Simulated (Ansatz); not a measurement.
Basis-set extrapolation for CH6AlClSSi, SMILES `[SiH3][CH](Cl)[AlH][SH]` (PBE0-D4/def2-TZVP geometry, frozen core, Ansatz 0.2.0). Multiplicity 1, RHF reference.

```csv
,def2-TZVPP,def2-QZVPP
HF,-1429.344128,-1429.385934
MP2 correlation,-0.745716,-0.807640
CCSD(T) correlation,-0.851824,not run
```

Energies in hartree. Use E(X) = E(∞) + A·exp(−7.88·√X) for Hartree–Fock and E(X) = E(∞) + B·X^(−2.97) for correlation, with X = 3 and 4, and add CCSD(T) minus MP2 of the smaller set to the MP2 limit.

**Question.** What is the CCSD(T) energy at the basis-set limit?

**Answer.** HF limit: -1429.385934 + (-0.041806) × 0.13774 = -1429.39169. MP2 limit: -0.807640 + (-0.061924) × 0.74074 = -0.85351. Higher-order term: -0.851824 − (-0.745716) = -0.10611. Total: -1430.35131 hartree, 97.5 kcal/mol below CCSD(T)/def2-TZVPP.
